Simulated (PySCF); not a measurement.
In(Cl)(NH2)2 (ClH4InN2), SMILES [NH2][In]([NH2])[Cl].

The structure is a stationary point at PBE0-D3(BJ)/def2-SVP. The structure was generated by enumeration; whether it is a known compound was not checked. The def2 effective core potentials stand for the cores of In; spin–orbit coupling is left out. The values are those of a single conformer.

These are PBE/def2-TZVP run with PySCF values and carry that method's errors.

Symmetry labels are those of the subgroup Cs that the program uses (full group Cs).

Computed valence orbital energies around the gap with their symmetry:
```json
[
 {"orbital": "HOMO−7", "symmetry": "A\"", "energy (eV)": "-11.69"},
 {"orbital": "HOMO−6", "symmetry": "A'", "energy (eV)": "-10.92"},
 {"orbital": "HOMO−5", "symmetry": "A\"", "energy (eV)": "-8.83"},
 {"orbital": "HOMO−4", "symmetry": "A'", "energy (eV)": "-8.20"},
 {"orbital": "HOMO−3", "symmetry": "A'", "energy (eV)": "-7.29"},
 {"orbital": "HOMO−2", "symmetry": "A\"", "energy (eV)": "-7.06"},
 {"orbital": "HOMO−1", "symmetry": "A'", "energy (eV)": "-6.48"},
 {"orbital": "HOMO", "symmetry": "A\"", "energy (eV)": "-5.99"},
 {"orbital": "LUMO", "symmetry": "A'", "energy (eV)": "-2.30"},
 {"orbital": "LUMO+1", "symmetry": "A'", "energy (eV)": "-1.12"},
 {"orbital": "LUMO+2", "symmetry": "A'", "energy (eV)": "-0.13"},
 {"orbital": "LUMO+3", "symmetry": "A\"", "energy (eV)": "-0.11"}
]
```
